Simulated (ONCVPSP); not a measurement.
## carbon: excitation energies, all-electron against ONCV

* Element: carbon (C)
* Generator: ONCVPSP 4.0.1
* Type: optimised norm-conserving Vanderbilt (ONCV)
* Functional: PBEsol
* Relativity: scalar-relativistic
* Frozen core: [He]
* Valence charge: 4
* Reference configuration: 2s2 2p2
* Partial waves: 2s: rc 1.05 bohr, ncon 5, nbas 8, qcut 5 1/bohr, 2 projectors, debl 1.1 Ha; 2p: rc 1.90 bohr, ncon 3, nbas 7, qcut 8.4 1/bohr, 2 projectors, debl 2.9 Ha; d scattering state at 0.09 Ha: rc 1.95 bohr, ncon 4, nbas 8, qcut 4.2 1/bohr, 2 projectors, debl 0.7 Ha
* Local potential: polynomial inside 0.70 bohr (lpopt 5, dvloc0 3 Ha)
* Core correction: polynomial model core, fcfact 0.3

Energies are relative to the spin-unpolarised reference configuration 2s2 2p2; without spin polarisation the order of configurations can differ from experiment.

Problem. Give the all-electron excitation energy and the error of the potential for: 2s2 2p1; 2s2 2p0; 2s1 2p0; 2s1 2p3.

Solution.

| valence configuration | charge | ΔE all-electron (eV) | error AE − PS (meV) |
| --- | --- | --- | --- |
| 2s2 2p1 | +1 | 10.789 | +16 |
| 2s2 2p0 | +2 | 34.807 | +156 |
| 2s1 2p0 | +3 | 82.771 | +356 |
| 2s1 2p3 | 0 | 8.427 | +1.5 |
